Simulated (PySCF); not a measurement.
CH5N2S, SMILES NC(=S)[NH3+], charge +1. Atoms are numbered in the order given.

```xyz
9

N      1.2458    -0.9763     0.0000
C      0.1443    -0.2175     0.0000
N     -1.1182    -1.0976     0.0000
S     -0.0543     1.3856     0.0000
H      1.2559    -1.9921     0.0000
H      2.1472    -0.5039     0.0000
H     -1.9247    -0.4532     0.0000
H     -1.1847    -1.6988     0.8386
H     -1.1847    -1.6988    -0.8386
```
Charge +1, spin multiplicity 1.

The structure is a stationary point at B3LYP-D3(BJ)/def2-SVP. The isomer is the one that the SMILES or the coordinates give; other isomers of the formula were not compared. One conformer was computed; it need not be the lowest.

Level of theory: PBE/def2-TZVP run with PySCF.

Symmetry labels are those of the subgroup Cs that the program uses (full group Cs).

Q: List the valence orbital energies around the gap with their symmetry. (The exact figures need the calculation; the answer reports its results.)

A: 
```json
[
 {"orbital": "HOMO−7", "symmetry": "A\"", "energy (eV)": "-20.25"},
 {"orbital": "HOMO−6", "symmetry": "A'", "energy (eV)": "-20.03"},
 {"orbital": "HOMO−5", "symmetry": "A'", "energy (eV)": "-19.48"},
 {"orbital": "HOMO−4", "symmetry": "A'", "energy (eV)": "-17.68"},
 {"orbital": "HOMO−3", "symmetry": "A'", "energy (eV)": "-14.82"},
 {"orbital": "HOMO−2", "symmetry": "A\"", "energy (eV)": "-14.78"},
 {"orbital": "HOMO−1", "symmetry": "A\"", "energy (eV)": "-11.27"},
 {"orbital": "HOMO", "symmetry": "A'", "energy (eV)": "-10.69"},
 {"orbital": "LUMO", "symmetry": "A\"", "energy (eV)": "-7.38"},
 {"orbital": "LUMO+1", "symmetry": "A'", "energy (eV)": "-6.02"},
 {"orbital": "LUMO+2", "symmetry": "A'", "energy (eV)": "-4.82"},
 {"orbital": "LUMO+3", "symmetry": "A'", "energy (eV)": "-4.29"}
]
```
